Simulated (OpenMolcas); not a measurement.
Co I.

```json
{
  "Program": "OpenMolcas 26.06",
  "Basis": "ANO-R1 [5s3p2d1f]",
  "Scalar Hamiltonian": "X2C, finite nucleus",
  "Active space": "7 electrons in 5 orbitals (3d)",
  "State averaging": "2S+1 = 4 even, 10 roots; 2S+1 = 2 even, 40 roots (35 in the spin-orbit step)",
  "Spin-orbit coupling": "RASSI with atomic mean-field integrals over the reference wave functions, term energies averaged over their components"
}
```

Two sets of levels on these reference wave functions, in cm⁻¹ above 3d⁷ 4s² ⁴F_9/2: one from CASSCF and one from SS-CASPT2, IPEA 0.25 Eh, imaginary shift 0.1 Eh (closed shells correlated: 3s 3p 4s).

```csv
Level,Set 1,Set 2
3d⁷ 4s² ⁴F_9/2,0.0,0.0
3d⁷ 4s² ⁴F_7/2,820,817
3d⁷ 4s² ⁴F_5/2,1422,1421
3d⁷ 4s² ⁴F_3/2,1834,1838
3d⁷ 4s² ²G_9/2,16740,18800
3d⁷ 4s² ⁴P_5/2,16120,18870
3d⁷ 4s² ⁴P_3/2,16400,19140
3d⁷ 4s² ⁴P_1/2,16770,19520
3d⁷ 4s² ²G_7/2,17510,19580
3d⁷ 4s² ²P_3/2,21800,24870
3d⁷ 4s² ²H_11/2,22640,25000
3d⁷ 4s² ²P_1/2,22770,25680
3d⁷ 4s² ²H_9/2,23330,25680
3d⁷ 4s² ²D_5/2,23120,27070
3d⁷ 4s² ²D_3/2,24480,28280
3d⁷ 4s² ²F_5/2,37970,43310
```

Task: Which set is which?

Result: Set 1 is SS-CASPT2. Its levels of the other terms of 3d⁷ 4s² lie at 0.85 to 0.91 of the other set's values, as expected, since terms of lower spin or lower L gain more correlation energy than the Hund ground term. Against 6 measured levels (NIST Handbook of Basic Atomic Spectroscopic Data) the mean absolute deviation is 1200 cm-1 with it and 2600 cm-1 without; single levels miss by up to 2400 cm-1 with it.

CASPT2 does not keep the components of a term degenerate, so their means are used; among the terms shown or strongly mixed into the levels shown the widest spread is 1200 cm-1 (3d⁷ 4s² ²H, SS-CASPT2). Some high roots are left out of the spin-orbit mixing, which shifts the levels that they would mix with. With the s shell closed, the reference lacks s² → p², s² → d² and s → d mixing, so excited terms can stand far too high and out of order, with CASPT2 too. Without dynamic correlation excited terms often stand tens of per cent too high (terms of higher spin than the ground term too low), and those without a measured partner can miss by more than the paired ones (holds for CASSCF). The CASPT2 spread within a term exceeds the gap to the next term for 3d⁷ 4s² ²P and 3d⁷ 4s² ²H, 3d⁷ 4s² ²H and 3d⁷ 4s² ²D, so the order of their levels is uncertain (holds for SS-CASPT2). Some terms miss by over 15 % even with CASPT2, which points to a basis or an active space too small for the shells correlated (holds for SS-CASPT2). Measured partners are found by configuration, term and J. A level has none where our copy of the source lacks it or the pairing is in doubt (some pairs that miss far off the trend of their configuration count as doubtful), and it then counts in no deviation. Only configurations of the active space appear. Levels that lie high or do not pair safely by name in every column are left out.
